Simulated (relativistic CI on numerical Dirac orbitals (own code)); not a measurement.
# Tc³⁺: M2,3 absorption edge

Computed with this model: Dirac-Coulomb-Breit CI, orbitals from a KLI potential per configuration, model QED (radiative potential, 1s self-energy scaled to tabulated hydrogen-like ionisation energies), valence Slater integrals scaled by 0.8, multiplet model of core-to-valence dipole absorption; configurations [Kr] 4d4 → [Ne] 3s2 3p5 3d10 4s2 4p6 4d5; 80 K; Lorentzian 3 eV and Gaussian 0.4 eV FWHM. Energies are those of the free ion, without screening or charge transfer. The branching ratio is the share of the lower-energy edge in the whole absorption, uncertain by about 0.02 where the edges overlap. S is read from ⟨S²⟩ = S(S + 1).

Field parameters in Wybourne normalisation: D4h B²₀ = −7Ds, B⁴₀ = 21(Dq − Dt), B⁴₄ = 21√(5/14) Dq. The field is a parameter set, without covalency.

Case free ion, the dichroism is that of the ground state at zero temperature, magnetised by exchange field 10 meV on Sz. The dichroism I(Δm = −1) − I(Δm = +1), over the sum of the three polarisations, integrates to 0.0520 on the lower edge and 0.0179 on the upper edge. The branching ratio is 0.839.

**Question.** Use the orbital sum rule with 6 holes to get ⟨Lz⟩.

**Answer.** For a p → d edge ⟨Lz⟩ = 2 × n_h × (sum of both integrals) in this sign convention = 0.84; the ground state itself has ⟨Lz⟩ = 0.83 and ⟨Sz⟩ = -0.83. The rule assumes one radial integral for both edges, which relativistic orbitals only approach.
